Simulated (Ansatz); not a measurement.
Cost and result up the ladder for BiH₃ (4 atoms). The state is a singlet with charge 0. Geometry: PBE-D4/def2-TZVP.

Cartesian coordinates in Å:
```
Bi 0.532 -0.306 0.488
H 0.256 -0.829 -1.218
H 0.465 1.421 -0.036
H -1.253 -0.286 0.766
```

Ansatz on 4 threads of Arm Neoverse V1 on a shared host. Times are rough, and most runs start from the orbitals of an earlier one. ωB97M-V/def2-TZVP serves as the yardstick here, not as an exact answer. Differences are given only for rows in sets of like size (and for xTB, whose basis is part of the method), since another set adds its own error. Binding counts from free atoms at the same level (Bi quartet, H doublet; other spins of the atoms weren't run), without zero-point energy or a counterpoise term.

In the def2 sets Bi takes a core potential; there is no spin–orbit coupling. HSE06 is defined as in plane-wave codes, on full-range PBE exchange. Correlated methods freeze 4 core orbitals; core or outer-core shells of Bi are correlated, in sets that lack core-valence functions.

Correlated methods converge slowly with the basis.

| level | functions | wall time | binding energy per atom (eV) | difference from ωB97M-V/def2-TZVP (eV) |
| --- | --- | --- | --- | --- |
| LDA (SPW92)/def2-TZVP | 68 | 0.25 s | 2.30 | 0.36 |
| PBE-D4/def2-SVP | 41 | 0.25 s | 1.94 | – |
| PBE-D4/def2-TZVP | 68 | 0.3 s | 1.97 | 0.02 |
| BLYP-D4/def2-TZVP | 68 | 0.3 s | 2.04 | 0.09 |
| PBE0-D4/def2-SVP | 41 | 0.3 s | 1.88 | – |
| MP2/def2-TZVP | 68 | 0.3 s | 1.67 | -0.28 |
| PBE0-D4/def2-TZVP | 68 | 0.4 s | 1.91 | -0.04 |
| CAM-B3LYP-D4/def2-TZVP | 68 | 0.45 s | 2.00 | 0.05 |
| HSE06-D4/def2-TZVP (with forces) | 68 | 0.55 s | 1.90 | -0.04 |
| r2SCAN-D4/def2-TZVP | 68 | 0.75 s | 1.92 | -0.02 |
| r2SCAN0-D4/def2-TZVP | 68 | 0.85 s | 1.88 | -0.07 |
| CCSD(T)/def2-TZVPP | 92 | 1.1 s | 1.90 | -0.04 |
| ωB97M-V/def2-TZVP | 68 | 1.1 s | 1.95 | 0.00 |
